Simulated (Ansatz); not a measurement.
Geometry optimisation, DFT PBE-D3(BJ), scalar-relativistic, plane waves, PAW in Ansatz 0.2.0.

The input (input.yaml):

```yaml
crystal:
  lattice:
    - [5.915482, 0.0, 0.0]
    - [0.0, 5.915482, 0.0]
    - [0.0, 0.0, 5.915482]
  atoms:
    - { symbol: O, position: [0.9692821, 0.9948572, 0.3244212] }
    - { symbol: H, position: [0.843133, 0.9045689, 0.2720453] }
    - { symbol: H, position: [1.0908512, 0.8866043, 0.3420578] }
    - { symbol: O, position: [0.1846881, 0.6938548, 0.9587813] }
    - { symbol: H, position: [0.1203772, 0.8296238, 1.023894] }
    - { symbol: H, position: [0.1530001, 0.7078235, 0.7987514] }
    - { symbol: O, position: [0.3919243, 0.0859469, 0.892828] }
    - { symbol: H, position: [0.3387475, 0.0103631, 0.7576684] }
    - { symbol: H, position: [0.5500896, 0.1152032, 0.8622238] }
    - { symbol: O, position: [0.7381211, 0.4108937, 0.8093295] }
    - { symbol: H, position: [0.7309647, 0.5439154, 0.7141306] }
    - { symbol: H, position: [0.7371272, 0.2861704, 0.7032545] }
    - { symbol: C, position: [0.4788789, 0.5059206, 0.3697536] }
    - { symbol: C, position: [0.2611374, 0.4145066, 0.4419645] }
    - { symbol: "N", position: [0.0855001, 0.340769, 0.5002121] }
    - { symbol: H, position: [0.5123342, 0.4591712, 0.1944069] }
    - { symbol: H, position: [0.4780414, 0.6899604, 0.3831652] }
    - { symbol: H, position: [0.6141456, 0.4391129, 0.476012] }
basis:
  ecutwfc: 420.0
kpoints:
  mp_grid: { grid: [1, 1, 1] }
hamiltonian:
  xc: pbe
  dispersion: d3bj
scf:
  occupations: { method: fermi_dirac, width: 0.05 }
  lower_state_search: "off"
relax:
  f_tol: 0.3
  max_steps: 15
  adjacent_minimum: "off"
```

Run as:

```bash
$ ansatz run input.yaml --threads 1 --pin off --max-ram 3072MiB --backend cpu --events-out ev --progress --plain --runs-dir out
```

Problem. Where does it end, and by what steps?

Solution. It converged. The threshold is loose, so the end isn't yet a minimum. The force dipped under the threshold on the way, but the program's further checks kept it going. Limits of this set-up: coarse k mesh. After 15 steps the energy has fallen by 2.537 eV; H11 moved furthest, 1.35 Å.

```tsv
step	energy less start (eV)	largest force component (eV/Å)	accepted
0	0.0000	1.893	yes
1	-0.5658	1.045	yes
2	-0.8658	1.619	yes
3	-1.2422	1.496	yes
4	-1.5612	1.899	yes
5	-1.8597	1.651	yes
6	-2.0891	1.580	yes
7	-2.2519	0.609	yes
8	-2.3227	1.188	yes
9	-2.3923	0.826	yes
10	-2.4568	0.534	yes
11	-2.5130	0.211	yes
12	-2.5130	0.211	yes
13	-2.4799	1.343	no
14	-2.5243	0.481	yes
15	-2.5370	0.298	yes
```

```xyz
18
Lattice="5.9155 0.0000 0.0000 0.0000 5.9155 0.0000 0.0000 0.0000 5.9155" Properties=species:S:1:pos:R:3
O 5.031 5.467 2.010
H 5.417 5.064 1.204
H 5.694 6.144 2.267
O 0.599 4.143 5.728
H 1.204 4.927 5.643
H 0.645 3.731 4.844
O 2.092 0.479 5.459
H 1.667 0.941 4.710
H 3.031 0.760 5.381
O 4.391 2.001 4.830
H 4.729 2.709 5.404
H 5.129 1.837 4.209
C 2.920 3.021 1.826
C 1.802 2.444 2.514
N 0.903 1.959 3.075
H 2.691 3.030 0.751
H 3.114 4.051 2.164
H 3.828 2.421 2.015
```

Run time: 16 s on 1 thread of Arm Neoverse V2, on a shared host, peak memory 0.32 GiB.
